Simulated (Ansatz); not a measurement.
Be₂S₂⁺. Charge 1, multiplicity 2. Geometry PBE0-D4/def2-TZVP.

Cartesian coordinates in Å:
```
Be -0.7768 0.4268 -1.1208
Be 1.1087 -0.1545 -0.8875
S 0.7847 -0.4320 1.1212
S -1.1166 0.1598 0.8871
```

Another isomer (doublet) lies 2.73 eV lower at PBE0-D4/def2-TZVP; other spin states weren't run for this one.

**Question.** Estimate the α-spin orbital energies around the gap (eV) in Ansatz with HF/def2-TZVP, PBE-D4/def2-TZVP, r2SCAN-D4/def2-TZVP, PBE0-D4/def2-TZVP.

**Answer.** 
```tsv
orbital	HF/def2-TZVP	PBE-D4/def2-TZVP	r2SCAN-D4/def2-TZVP	PBE0-D4/def2-TZVP
HOMO−9	-134.45	-111.61	-114.12	-117.50
HOMO−8	-134.43	-111.60	-114.10	-117.49
HOMO−7	-34.93	-26.21	-27.06	-28.62
HOMO−6	-29.10	-21.63	-22.29	-23.71
HOMO−5	-21.01	-16.23	-16.59	-17.66
HOMO−4	-19.58	-15.34	-15.64	-16.57
HOMO−3	-19.38	-14.65	-15.04	-16.08
HOMO−2	-16.58	-12.78	-12.96	-13.91
HOMO−1	-15.90	-11.69	-11.98	-12.89
HOMO	-14.32	-11.09	-11.23	-12.07
LUMO	-4.56	-8.28	-7.90	-7.42
LUMO+1	-4.01	-8.06	-7.76	-7.18
LUMO+2	-3.96	-7.93	-7.46	-7.02
LUMO+3	-2.25	-7.12	-6.81	-6.08
LUMO+4	-1.31	-5.12	-4.62	-4.19
LUMO+5	-1.13	-5.05	-4.40	-4.10
β HOMO	-14.30	-11.07	-11.20	-12.05
β LUMO	-5.79	-10.65	-10.44	-9.68
```
